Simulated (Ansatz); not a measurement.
Basis sets compared for Zn2Cl6. Charge 0, multiplicity 1. Geometry r2SCAN-D4/def2-SVP. Ansatz on 4 threads of Arm Neoverse V1 on a shared host; times are rough, and most runs start from earlier orbitals.

```xyz
8

Zn   -0.359   -1.456    0.692
Zn   -0.821    0.999   -0.956
Cl    1.850   -0.287    1.003
Cl   -0.482   -1.239   -1.588
Cl    0.880   -2.719    1.993
Cl   -1.705    0.351    1.122
Cl   -0.976    2.802   -2.085
Cl    1.612    1.548   -0.182
```

The restricted singlet is unstable towards broken spin symmetry in Hartree–Fock (as tested in another run); at PBE-D4/def2-SVP, PBE-D4/def2-TZVP, PBE0-D4/def2-SVP, PBE0-D4/def2-TZVP this wasn't settled. In the singlet, Cl3 and Cl8 lie 2.20 Å apart (atoms count from 1), so these atoms are partly bonded to each other. Another isomer (singlet) lies 0.15 eV lower at PBE0-D4/def2-TZVP; other spin states weren't run for this one.

Binding counts from free atoms (Zn singlet, Cl doublet) in the same basis, without a counterpoise term.

| level | functions | energy (Eh) | HOMO (eV) | LUMO (eV) | binding per atom (eV) | wall time |
| --- | --- | --- | --- | --- | --- | --- |
| PBE-D4/def2-SVP | 170 | -6317.1674 | -6.87 | -5.71 | 2.30 | 2.6 s |
| PBE0-D4/def2-SVP | 170 | -6317.4468 | -8.27 | -5.28 | 2.22 | 4.8 s |

Q: Estimate the rows for PBE-D4/def2-TZVP (with forces), PBE0-D4/def2-TZVP.

A: 
| level | functions | energy (Eh) | HOMO (eV) | LUMO (eV) | binding per atom (eV) | wall time |
| --- | --- | --- | --- | --- | --- | --- |
| PBE-D4/def2-TZVP (with forces) | 318 | -6318.6547 | -7.33 | -5.87 | 2.19 | 8 s |
| PBE0-D4/def2-TZVP | 318 | -6318.9034 | -8.67 | -5.28 | 2.14 | 21 s |
